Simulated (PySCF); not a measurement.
**Radial density of Rh²⁺ (rhodium, charge +2)**

PBE, [Kr] 4d7, high-spin 4F determinant. Computed with PySCF 2.14 in cc-pVTZ-PP with ECP28MDF (5s5p4d2f1g, 63 functions), with scalar relativity through the core potential. This is the valence pseudo-density: the core potential removes the inner electrons and smooths the orbitals near the nucleus.

| r (bohr) | 4πr²ρ (e/bohr) | 4πr²(ρα − ρβ) |
| --- | --- | --- |
| 0.0178 | 1.114e-05 | 0.0000 |
| 0.0299 | 2.827e-05 | 0.0000 |
| 0.0504 | 6.637e-05 | 0.0000 |
| 0.0847 | 0.0002233 | 0.0000 |
| 0.142 | 0.002017 | 0.0004 |
| 0.240 | 0.03092 | 0.0064 |
| 0.403 | 0.7463 | 0.1058 |
| 0.678 | 9.129 | 1.0582 |
| 1.14 | 13.54 | 2.4245 |
| 1.92 | 3.214 | 1.0342 |
| 3.23 | 0.2271 | 0.0798 |
| 5.43 | 0.001647 | 0.0005 |

Energies and moments cover only the electrons outside the core potential.
